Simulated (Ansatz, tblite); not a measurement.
Isomers of CuBr$_{2}$⁻ (singlet), found by a short tight-binding search and relaxed with PBE-D4/def2-TZVPD in Ansatz.

The xTB rows come from tblite. Correlated methods freeze 27 core orbitals; core or outer-core shells of Br are correlated, in sets that lack core-valence functions.

Other spin states were run for one of them alone.

A:

```xyz
3

Cu    0.201   -2.459    0.549
Br   -0.224    2.738   -0.611
Br    0.023   -0.279    0.062
```

B:

```xyz
3

Cu    0.001    0.000    0.001
Br    0.555   -2.153    0.452
Br   -0.555    2.153   -0.453
```

**Question.** Estimate which lies lowest at each level, and how far above it the others are (eV).

**Answer.** 
| level | A | B |
| --- | --- | --- |
| GFN1-xTB | 3.54 | 0.00 |
| GFN2-xTB | 3.88 | 0.00 |
| HF/def2-TZVPD | 3.27 | 0.00 |
| HF/def2-TZVPPD | 3.27 | 0.00 |
| PBE-D4/def2-TZVPD | 2.68 | 0.00 |
| revPBE-D4/def2-TZVPD | 2.61 | 0.00 |
| r2SCAN-D4/def2-TZVPD | 2.99 | 0.00 |
| PBE0-D4/def2-TZVPD | 3.04 | 0.00 |
| MP2/def2-TZVPPD | 3.41 | 0.00 |
| CCSD/def2-TZVPPD | 3.31 | 0.00 |
| CCSD(T)/def2-TZVPPD | 3.26 | 0.00 |
Point groups (tolerance 0.1 Å): A C∞v, B D∞h. Lower isomers may exist.
